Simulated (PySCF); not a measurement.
**Spin states and ions at one geometry of [Bi(NH3)]3+**

PySCF 2.14.0, RKS PBE0, Bi def2-SVP with ECP60, N def2-SVP, H def2-SVP; non-relativistic Hamiltonian with scalar-relativistic core potentials where named; density fitting; no spin-orbit coupling; singlets restricted, open shells unrestricted. The geometry is relaxed for charge +3, singlet, vacuum:

```xyz
5

Bi    0.0000    0.0000   -0.1626
N     0.0000    0.0000    2.1554
H     0.9661    0.0000    2.5752
H    -0.4831    0.8367    2.5752
H    -0.4830   -0.8367    2.5752
```

Energies count from the relaxed state; an electron taken off or put on is at rest in vacuum. Charges and spins are Mulliken's.

| state | energy (eV) | spin squared | charge on Bi1 (e) | spin on Bi1 (e) | dipole about the centre of mass (D) |
| --- | --- | --- | --- | --- | --- |
| charge +3, singlet, vacuum | 0.00 | 0.00 | 2.35 | 0.00 | 7.31 |
| charge +3, triplet, vacuum | 4.08 | 2.01 | 1.94 | 1.18 | 11.08 |
| charge +2, doublet, vacuum | -20.91 | 0.75 | 1.52 | 1.02 | 6.25 |

Problem. What does the state charge +4, doublet, vacuum give?

Solution. energy (eV) 31.86, spin squared 0.75, charge on Bi1 (e) 2.83, spin on Bi1 (e) 0.19, dipole about the centre of mass (D) 11.95.

With an electron taken off (doublet) the charges change, summed by element, by Bi +0.48 e, N +0.27 e, H +0.26 e. The vertical ionisation energy is 31.86 eV, against −ε(HOMO) = 29.27 eV of the relaxed state. The level lies 2.6 eV too high, as is usual for semilocal functionals and global hybrids, which keep a self-interaction error.

With an electron put on (doublet) the charges change, summed by element, by Bi -0.83 e, N -0.01 e, H -0.16 e. The vertical electron affinity is 20.91 eV, against −ε(LUMO) = 23.43 eV of the relaxed state.

Open shells may have lower solutions than those found.
